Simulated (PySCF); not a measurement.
Species: C6H15NSi.
SMILES with atom numbers: `[CH3:1]/[N:2]=[CH:3]\[SiH2:4][C:5]([CH3:6])([CH3:7])[CH3:8]` (hydrogens: H9, H10, H11 on C1; H12 on C3; H13, H14 on Si4; H15, H16, H17 on C6; H18, H19, H20 on C7; H21, H22, H23 on C8)

Structure used (PBE0-D3(BJ)/def2-SVP), in Å, numbered top down from 1:
```xyz
23
C6H15NSi angstrom
C      4.0163   -0.5003    0.0638
N      3.1077   -0.1981   -1.0028
C      1.8698   -0.0473   -0.7602
Si     0.9340   -0.1526    0.9083
C     -0.9120    0.2057    0.6055
C     -1.6509    0.1129    1.9437
C     -1.4745   -0.8330   -0.3697
C     -1.0679    1.6144    0.0243
H      3.5534   -0.6076    1.0659
H      4.5539   -1.4328   -0.1732
H      4.7830    0.2902    0.1178
H      1.2444    0.1781   -1.6457
H      1.0877   -1.5183    1.5077
H      1.4887    0.8435    1.8818
H     -1.2810    0.8566    2.6677
H     -2.7302    0.2992    1.8001
H     -1.5470   -0.8838    2.4022
H     -2.5543   -0.6637   -0.5281
H     -1.3543   -1.8602    0.0111
H     -0.9885   -0.7833   -1.3572
H     -2.1338    1.8365   -0.1616
H     -0.6855    2.3847    0.7130
H     -0.5393    1.7311   -0.9354
```

Level: PBE0/pcSseg-1 in PySCF, non-relativistic, on one gas-phase PBE0-D3(BJ)/def2-SVP geometry that isn't relaxed in the solvent. The solvent is an IEF-PCM continuum (cavity from Bondi-type radii × 1.2). The model holds no explicit solvent molecules, cavitation or dispersion.

| run | E − E(gas) (kcal/mol) | HOMO (eV) | HOMO–LUMO gap (eV) | dipole (D) |
| --- | --- | --- | --- | --- |
| gas | 0.00 | -6.72 | 5.96 | 1.51 |
| P | -2.81 | -6.81 | 6.04 | 1.84 |
| Q | -1.75 | -6.76 | 6.01 | 1.71 |

Question: The runs were made in benzene and chloroform. Which run belongs to which solvent?

Answer: P = chloroform, Q = benzene. The dielectric constants are 2.271 (benzene), 4.711 (chloroform), and the energy falls further as ε rises. In this model the ground state sees the solvent through ε alone.

Question: How constant is the ratio of the lowering to (ε − 1)/(2ε + 1)?

Answer: 
```json
{"solvent": "benzene", "(ε − 1)/(2ε + 1)": "0.229", "E − E(gas) (kcal/mol)": "-1.75", "ratio (kcal/mol)": "-7.7", "polarisation term (kcal/mol)": "-1.86"}
{"solvent": "chloroform", "(ε − 1)/(2ε + 1)": "0.356", "E − E(gas) (kcal/mol)": "-2.81", "ratio (kcal/mol)": "-7.9", "polarisation term (kcal/mol)": "-3.09"}
```

The ratio changes by +3.3 % in size from benzene to chloroform. The polarisation term is half the interaction of the solute with the induced surface charges.

Hardware: one thread, Arm Neoverse N1 (aarch64), on a shared host. Cost: 70 s of wall time, 1.3 GiB resident at most. This is the whole shielding run at PBE0/pcSseg-1 in chloroform, SCF included.
